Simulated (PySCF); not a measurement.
C6H8F2O.
SMILES: `C[C@H]1C[C@@](F)(C(=O)F)C1`

Computed with TDDFT PBE0/def2-SVPD, vertical, gas phase, core orbitals frozen in the response in PySCF. Isolated species at its GFN2-xTB geometry (one conformer only).

Computed states:

```csv
state,E (eV),f
S1,5.84,0.0015
S2,7.17,0.037
S3,7.38,0.0012
S4,7.81,0.084
S5,7.97,0.0001
S6,8.19,0.0073
```

Each state is given a Gaussian of 0.5 eV full width at half maximum, with ε(max) = 2.175×10⁸ f / Δν̃ (Δν̃ the width in cm⁻¹). The cross-section is σ = 3.8235×10⁻²¹ ε cm², given in Mb (10⁻¹⁸ cm²). The width is an assumption, not a result. The curve ends short of the highest state used, and states not computed would add to its high-energy end.

Question: Give the broadened spectrum and its maxima.

Answer: 
```tsv
E (eV)	σ (Mb)
5.09	0.00
5.18	0.00
5.26	0.01
5.35	0.02
5.44	0.05
5.52	0.10
5.61	0.17
5.70	0.25
5.78	0.29
5.87	0.30
5.95	0.27
6.04	0.20
6.13	0.12
6.21	0.07
6.30	0.03
6.39	0.02
6.47	0.03
6.56	0.12
6.64	0.32
6.73	0.85
6.82	1.88
6.90	3.29
6.99	5.23
7.07	6.81
7.16	7.84
7.25	7.85
7.33	7.42
7.42	7.44
7.51	8.97
7.59	11.67
```

Maxima: 212 nm (5.84 eV), ε about 80, made up of S1 (100%); 172 nm (7.20 eV), ε about 2100, made up of S2 (94%) (ε in L mol⁻¹ cm⁻¹; maxima over ε = 5, shares over 10%). At its high-energy end, 7.59 eV, the curve is still rising (ε about 3100, from S4).

Question: Coming from long wavelengths, where does ε first pass 100 L mol⁻¹ cm⁻¹?

Answer: At about 186 nm (6.66 eV), 0.81 eV above S1.

Question: On this curve, what absorbance would a 10⁻³ mol/L sample give at 193 nm over a 1 cm path?

Answer: 193 nm is 6.424 eV, where ε is about 5.7 L mol⁻¹ cm⁻¹, so A = ε c l ≈ 0.0057 (Beer–Lambert, with the gas-phase spectrum and the assumed width).

Question: What would ε be at 7.20 eV, the highest of these maxima, with half the width (0.25 eV)?

Answer: About 3860 L mol⁻¹ cm⁻¹ against 2080, a factor of about 1.9; a lone state at its own centre would give exactly 2.

On one thread, Arm Neoverse V1 (aarch64) (shared host), this took 63 s wall (grids of density and orbitals included) and 1.0 GiB of memory at its peak.
